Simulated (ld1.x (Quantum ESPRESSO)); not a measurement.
# Building the PAW potential for technetium (Tc) (PBE, non-relativistic).

The input file (ld1.x (Quantum ESPRESSO) 7.5):

```
&input
   title='Tc', zed=43., rel=0, dft='PBE', iswitch=3,
   config='[Kr] 4d6 5s1 5p0',
   nld=3, rlderiv=2.35, eminld=-7.0, emaxld=5.0, deld=0.02
 /
 &inputp
   pseudotype=3, lpaw=.true., tm=.true., lloc=-2, rcloc=1.70,
   nlcc=.true., rcore=0.40,
   which_augfun='PSQ', rmatch_augfun_nc=.true.,
   file_pseudopw='Tc.UPF', file_wfcaegen='ae.wfc', file_wfcncgen='nc.wfc', file_beta='beta', file_chi='chi', file_wfcusgen='us.wfc'
 /
6
4S  1  0   2.00   0.00  1.70  2.15  0.0
5S  2  0   1.00   0.00  1.70  2.15  0.0
4P  2  1   6.00   0.00  1.75  1.85  0.0
5P  3  1   0.00   0.00  1.75  1.85  0.0
4D  3  2   6.00   0.00  0.55  0.55  0.0
4D  3  2   0.00   0.70  0.55  0.55  0.0
 &test
   configts(1)='4s2 4p6 4d6 5s1 5p0'
 /
```

Command:

```bash
ld1.x < Tc.in > Tc.out
```

Output (shortened: banner, matrices, multipoles, cross overlaps and the repeated all-electron block are left out):

```
[... start of the log left out ...]
     s(3S/3S) =  1.000000  <r> =   0.4274  <r2> =    0.2090  r(max) =   0.3824
     s(3P/3P) =  1.000000  <r> =   0.4216  <r2> =    0.2065  r(max) =   0.3684
     s(4S/4S) =  1.000000  <r> =   1.0900  <r2> =    1.3472  r(max) =   0.9766
     s(4P/4P) =  1.000000  <r> =   1.1921  <r2> =    1.6312  r(max) =   1.0396
     s(3D/3D) =  1.000000  <r> =   0.3984  <r2> =    0.1902  r(max) =   0.3131
     s(4D/4D) =  1.000000  <r> =   1.8059  <r2> =    4.1053  r(max) =   1.2857
     s(5S/5S) =  1.000000  <r> =   3.6261  <r2> =   15.2230  r(max) =   2.9338
     s(5P/5P) =  1.000000  <r> =   5.4323  <r2> =   35.2243  r(max) =   4.1115

     ------------------------ End of All-electron run ------------------------

     --------------------- Generating PAW atomic setup --------------------

      Generating local potential from pseudized AE potential:
      Matching radius rcloc =   1.7000
      Enforcing V''(0)=0 (lloc=-2)

      Local pseudo, rcloc= 1.714 Estimated cut-off energy=    11.00 Ry

      Computing core charge for nlcc:

       r > 0.40 : true rho core
       r < 0.40 : rho core = a sin(br)/r    a= 148.07  b=   5.68

      Integrated core pseudo-charge :  18.77
      Wfc-us  4S rcutus= 2.146  Estimated cut-off energy=    12.50 Ry
      Wfc-us  5S rcutus= 2.146  Estimated cut-off energy=    25.52 Ry
      Wfc-us  4P rcutus= 1.847  Estimated cut-off energy=    24.84 Ry
      Wfc-us  5P rcutus= 1.847  Estimated cut-off energy=    45.49 Ry

 %%%%%%%%%%%%%%%%%%%%%%%%%%%%%%%%%%%%%%%%%%%%%%%%%%%%%%%%%%%%%%%%%%%%%%%%%%%%%%
     Error in routine invmat (5):
     error in DGETRF
 %%%%%%%%%%%%%%%%%%%%%%%%%%%%%%%%%%%%%%%%%%%%%%%%%%%%%%%%%%%%%%%%%%%%%%%%%%%%%%

     stopping ...
```

The run stopped because a PAW channel has rcut = rcutus, so it is not pseudised and its block of the matrix B = ⟨φ|χ⟩ is zero.

The run took about 0.09 s on one core of a shared server CPU.
